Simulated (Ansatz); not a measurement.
Ge6N. Charge 0, multiplicity 2. Geometry PBE-D4/def2-SVP; atoms count from 1.

Cartesian coordinates in Å:
```
N 0.234 -0.844 -0.136
Ge 1.479 0.980 0.213
Ge 1.552 -1.094 -1.543
Ge 0.153 -0.558 1.938
Ge -1.112 1.612 0.984
Ge -1.841 -0.826 0.107
Ge -0.464 0.730 -1.563
```

Another isomer (doublet) lies 0.45 eV lower at PBE0-D4/def2-TZVP; other spin states weren't run for this one.

Estimate the Mulliken populations from the PBE0/def2-TZVP orbitals of Ansatz.


```tsv
atom	charge (e)	spin (α − β)
N1	-0.53	-0.05
Ge2	0.04	0.03
Ge3	0.21	0.60
Ge4	0.15	0.11
Ge5	-0.07	0.15
Ge6	0.15	0.11
Ge7	0.04	0.03
```
Mulliken values depend strongly on the basis.

Where does the spin sit?

Summed by element: N -0.05, Ge 1.05, of 1 unpaired in all. Largest on single atoms: Ge3 0.60, Ge5 0.15, Ge4 0.11.

And the Mayer bond orders between heavy atoms (over 0.3)?

N1–Ge2 0.47 (2.24 Å); N1–Ge3 0.76 (1.94 Å); N1–Ge4 0.53 (2.09 Å); N1–Ge6 0.53 (2.09 Å); N1–Ge7 0.47 (2.24 Å); Ge2–Ge3 0.51 (2.72 Å); Ge2–Ge4 0.48 (2.66 Å); Ge2–Ge5 0.54 (2.78 Å); Ge2–Ge7 0.56 (2.64 Å); Ge3–Ge7 0.51 (2.72 Å); Ge4–Ge5 0.70 (2.69 Å); Ge4–Ge6 0.45 (2.72 Å); Ge5–Ge6 0.70 (2.69 Å); Ge5–Ge7 0.54 (2.77 Å); Ge6–Ge7 0.48 (2.67 Å).
